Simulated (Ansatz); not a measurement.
System: sum formula Si₂NH₆F, charge 0, multiplicity 1. SMILES: F[SiH2]N[SiH3]
Structure (B3LYP-D3(BJ)/def2-TZVP (Ansatz, a program for electronic structure) minimum search):
```
N
H 1 1.0120
Si 1 1.7096 2 115.34
F 3 1.6082 1 112.54 2 85.88
Si 1 1.7377 2 115.67 3 173.93
H 3 1.4727 4 106.36 1 -119.23
H 3 1.4751 6 113.72 4 116.25
H 5 1.4782 1 106.76 2 179.94
H 5 1.4822 8 109.99 1 120.33
H 5 1.4823 8 109.60 9 118.29
```

Computed values are from Ansatz. Valence correlation only, unless marked. Open shells are spin-unrestricted. Spin-orbit coupling is left out. Non-relativistic. CBS(X,Y): correlation extrapolated as X^-3; Hartree-Fock from the larger set. [CCSD(T)-MP2]/basis is that difference in the basis named.

**Question.** What is the T1 diagnostic at CCSD/aug-cc-pV(T+d)Z?

**Answer.** 0.012.

**Question.** What is the dipole moment at CCSD(T)/aug-cc-pV(D+d)Z?

**Answer.** 1.75 D.

**Question.** What is the atomisation energy De at RI-MP2/CBS(aug-cc-pV(T+d)Z,aug-cc-pV(Q+d)Z)+[CCSD(T)-MP2]/aug-cc-pV(T+d)Z?

**Answer.** 3385.1 kJ/mol.

**Question.** What is the total energy at RI-MP2/CBS(aug-cc-pV(T+d)Z,aug-cc-pV(Q+d)Z)+[CCSD(T)-MP2]/aug-cc-pV(T+d)Z?

**Answer.** -736.3720 Eh.
